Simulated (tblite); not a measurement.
Species: C3H6OSi.
Numbering: `[OH:1][Si@@H:2]1[CH:3]=[CH:4][CH2:5]1` (hydrogens: H6 on O1; H7 on Si2; H8 on C3; H9 on C4; H10, H11 on C5)

Cartesian coordinates in Å at the GFN2-xTB level; atoms count from 1:
```
atom  x, y, z in Å
O1     2.1831   -0.7654    0.2380
Si2    0.7868   -0.4806   -0.5486
C3    -0.0138    1.2352   -0.5179
C4    -1.1015    0.8243    0.1382
C5    -0.8935   -0.6460    0.3884
H6     2.3533   -0.4077    1.1056
H7     1.0057   -1.2157   -1.7804
H8     0.1859    2.2333   -0.8760
H9    -1.9698    1.3886    0.4448
H10   -0.8649   -0.8993    1.4489
H11   -1.6659   -1.2640   -0.0669
```

Calculated harmonic vibrations of the isolated species, GFN2-xTB (tblite), most abundant isotopes, no scaling. Errors from tens to a few hundred cm⁻¹ against measured bands are possible. Modes of hydrogen on silicon can be 10 to 20 % off. One conformer, not necessarily the lowest.

Harmonic wavenumbers (cm⁻¹): 147.3, 182.7, 300.4, 339.5, 533.2, 547.3, 640.7, 669.3, 695.6, 794.6, 810.7, 824.5, 886.0, 914.2, 1015.2, 1071.2, 1075.6, 1191.2, 1257.3, 1474.1, 1606.8, 2354.5, 2964.8, 2995.6, 3054.0, 3073.9, 3663.3.

A = 8617, B = 3238, C = 2785 MHz; mass 86.019 u (most abundant isotopes); point group C1, symmetry number 1.

Problem. What is the zero-point energy?

Solution. Half the sum of the wavenumbers: 17542 cm⁻¹ = 209.84 kJ/mol.

Problem. Entropy at 200 K, 1 bar (ideal gas, RRHO, classical rotation)?

Solution. Translation 156.11, rotation 103.09, vibration 24.61: S = 283.8 J/(mol K).

Problem. And Cp and H(200 K) − H(0)?

Solution. Cp = 73.67 J/(mol K), of which vibrations give 40.42 (their classical limit is 27 R = 224.5); H(200 K) − H(0) = 9.86 kJ/mol without the zero-point energy, 3.21 from vibrations.

Problem. How do the functions run with temperature in this model?

Solution. 
| T (K) | S (J/(mol K)) | Cp (J/(mol K)) | H − H(0) (kJ/mol) | G − H(0) (kJ/mol) | ln q(vib) |
| --- | --- | --- | --- | --- | --- |
| 100 | 243.0 | 48.1 | 3.82 | -20.48 | 0.22 |
| 300 | 319.2 | 102.5 | 18.68 | -77.07 | 2.10 |
| 500 | 382.8 | 146.7 | 43.96 | -147.43 | 4.62 |
| 800 | 460.7 | 183.9 | 94.12 | -274.43 | 8.54 |
| 1000 | 503.5 | 199.7 | 132.56 | -370.95 | 11.00 |

q(vib) and H(0) count from the zero-point level.

Problem. Blend soft modes into free rotors: weight 1/[1 + (100 cm⁻¹/ν̃)⁴] for the oscillator and the rest for a rotor with moment μB/(μ + B), μ = h/(8π²ν), B = 10⁻⁴⁴ kg m². What vibrational entropy results?

Solution. 24.85 J/(mol K) in place of 24.61, which changes −T·S at 200 K by -0.05 kJ/mol.

Problem. Which modes carry the vibrational entropy at 200 K?

Solution. 147.3 cm⁻¹: 8.21; 182.7 cm⁻¹: 6.62; 300.4 cm⁻¹: 3.36; 339.5 cm⁻¹: 2.69; 533.2 cm⁻¹: 0.88; 547.3 cm⁻¹: 0.81 J/(mol K); the other 21 give 2.04 together.

Hindered rotation and anharmonicity are outside this model. Other conformers, if any are populated, would add a mixing term that is left out. The structure is chiral; the term R ln 2 for an equal mix with its mirror image is left out.

Hardware: one thread of an Arm Neoverse V1, shared host with 32 logical CPUs at a one-minute load of 27. Cost: 0.23 s wall. The figure is for the frequency step alone.
